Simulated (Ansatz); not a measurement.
Mulliken charges of FHInO, SMILES `[OH][In][F]` radical from ωB97M-V/def2-TZVPP in Ansatz (PBE0-D4/def2-TZVP geometry).

```json
{"atom": "O1", "x (Å)": "-0.914", "y (Å)": "-0.299", "z (Å)": "0.589", "charge (e)": "-0.474"}
{"atom": "In2", "x (Å)": "0.735", "y (Å)": "-0.183", "z (Å)": "-0.547", "charge (e)": "0.789"}
{"atom": "F3", "x (Å)": "1.492", "y (Å)": "1.618", "z (Å)": "-0.713", "charge (e)": "-0.481"}
{"atom": "H4", "x (Å)": "-1.258", "y (Å)": "-1.196", "z (Å)": "0.650", "charge (e)": "0.167"}
```

Q: By hand: the dipole of these point charges (1 e Å = 4.8032 D).

A: Σ q r = (0.085, -0.981, -0.259) e Å, of length 1.018 e Å = 4.89 D.

Q: How does the dipole of the full density compare? (Estimate.)

A: The calculation gave: (-0.015, -0.817, -0.155) e Å, 3.99 D; the point charges give 1.23 times that, at 7° from its direction.

Point charges leave out the atoms' own dipoles, such as those of lone pairs, and Mulliken's split depends on the basis, so the two needn't agree.
